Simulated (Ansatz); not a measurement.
Start from `N=COCF` and change one atom or group to get `FCO[SiH2]F`.

Ansatz, PBE0-D4/def2-TZVP geometries, multiplicity 1. Each molecule was computed in one conformer, which needn't be the lowest.

```
                                          property  `N=COCF`
    size of the dipole moment (PBE/def2-TZVPP) / D      1.15
                 LUMO energy (PBE/def2-TZVPP) / eV     -0.93
               LUMO energy (B3LYP/def2-TZVPP) / eV     -0.12
             HOMO energy (ωB97M-V/def2-TZVPP) / eV    -10.82
                LUMO energy (PBE0/def2-TZVPP) / eV      0.18
size of the dipole moment (ωB97M-V/def2-TZVPP) / D      1.13
```

(1) Give the same properties after the change, and the shifts. (Estimate.)

## Answers

(1) Computed: 
```
                                          property  `FCO[SiH2]F`  shift
    size of the dipole moment (PBE/def2-TZVPP) / D          0.99  -0.16
                 LUMO energy (PBE/def2-TZVPP) / eV         -0.45   0.48
               LUMO energy (B3LYP/def2-TZVPP) / eV          0.19   0.31
             HOMO energy (ωB97M-V/def2-TZVPP) / eV        -11.67  -0.85
                LUMO energy (PBE0/def2-TZVPP) / eV          0.46   0.28
size of the dipole moment (ωB97M-V/def2-TZVPP) / D          1.04  -0.09
```

With PBE0 the HOMO falls by 0.84 eV and the LUMO rises by 0.28 eV, so the gap widens by about 1.12 eV. PBE moves the HOMO by -0.82 eV and ωB97M-V by -0.85 eV. Dipoles are sizes alone; their direction can turn.

B3LYP here is the variant with VWN-RPA as its local correlation; programs differ in this.
